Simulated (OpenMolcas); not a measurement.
**How basis sets differ on SiH2Br (SMILES [SiH2]Br)**

SiH2Br has 4 atoms, charge 0, and is taken as a doublet. SMILES: `[SiH2]Br`. The shape is that of a GFN2-xTB optimisation.

```
atom    x (Å)    y (Å)    z (Å)
  Si  -0.1591  -0.1972  -0.3991
  Br   1.6668  -0.3294   0.8759
   H  -1.2755  -0.6389   0.4173
   H  -0.2322   1.1655  -0.8942
```

Quantity: the dipole moment, in D. The values are calculated.

```json
{"level": "UHF/STO-3G", "kind": "Hartree–Fock", "program": "OpenMolcas", "value (D)": "2.75", "CPU time": "1.4 s"}
{"level": "UHF/3-21G", "kind": "Hartree–Fock", "program": "OpenMolcas", "value (D)": "2.51", "CPU time": "1.5 s"}
{"level": "UHF/6-31G** (spherical functions)", "kind": "Hartree–Fock", "program": "OpenMolcas", "value (D)": "2.20", "CPU time": "4.3 s"}
{"level": "UHF/def2-SVP", "kind": "Hartree–Fock", "program": "OpenMolcas", "value (D)": "1.87", "CPU time": "2.9 s"}
{"level": "UHF/pcseg-2 (RICD fitting)", "kind": "Hartree–Fock", "program": "OpenMolcas", "value (D)": "1.87", "CPU time": "7.3 s"}
```

All-electron rows without a relativistic Hamiltonian named are non-relativistic. The values span 1.87 to 2.75 D. Sets without polarisation functions give poor dipoles. Without the sets that lack polarisation functions the rows with a basis span only 1.87 to 2.20 D. CPU times are rough (shared hosts, several kinds of processor): they show what a rung costs within a factor of a few.
